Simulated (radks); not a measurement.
Spherical quantum dot in the effective-mass picture: electrons in a parabolic well V = omega^2 r^2 / 2 with omega = 3.71, with a point charge +1 (a donor) at the centre, all in effective atomic units (hartree* = m*/eps^2 hartree, bohr* = eps/m* bohr), one dielectric constant everywhere. Method: non-relativistic Kohn-Sham, r2SCAN, spin-polarised, spherical densities, generalised Kohn-Sham scheme; computed with a radial shooting solver with Libxc functionals. Levels are named by radial order and angular momentum (1s, 1p, 1d, 2s, ...), and open shells are averaged over m.

N = 10, configuration 1s2 1p6 2s2. This is the lowest configuration that the search found. Occupied and some empty levels:

| level | occupation | eigenvalue (hartree*) | <r> (bohr*) |
|---|---|---|---|
| 1s | 2 | 14.264 | 0.6301 |
| 1p | 6 | 17.519 | 0.8628 |
| 2s | 2 | 20.457 | 0.9118 |
| 1d | 0 | 20.672 | 1.019 |
| 1f | 0 | 23.945 | 1.144 |
| 2p | 0 | 24.191 | 1.054 |
| 1g | 0 | 27.344 | 1.254 |

Energy (hartree*): total 123.760, kinetic 39.613, external 38.910, Hartree 54.155, exchange-correlation -8.9181.

Electron density:

| r (bohr*) | n(r) (e/bohr*^3) |
|---|---|
| 0.0356 | 7.748 |
| 0.125 | 6.329 |
| 0.215 | 5.064 |
| 0.304 | 4.010 |
| 0.394 | 3.185 |
| 0.483 | 2.575 |
| 0.573 | 2.133 |
| 0.662 | 1.801 |
| 0.752 | 1.524 |
| 0.841 | 1.264 |
| 0.931 | 1.010 |
| 1.02 | 0.7670 |
| 1.11 | 0.5472 |
| 1.20 | 0.3671 |
| 1.29 | 0.2287 |
| 1.38 | 0.1335 |
| 1.47 | 0.07204 |
| 1.56 | 0.03645 |
| 1.65 | 0.01705 |
| 1.74 | 0.007493 |
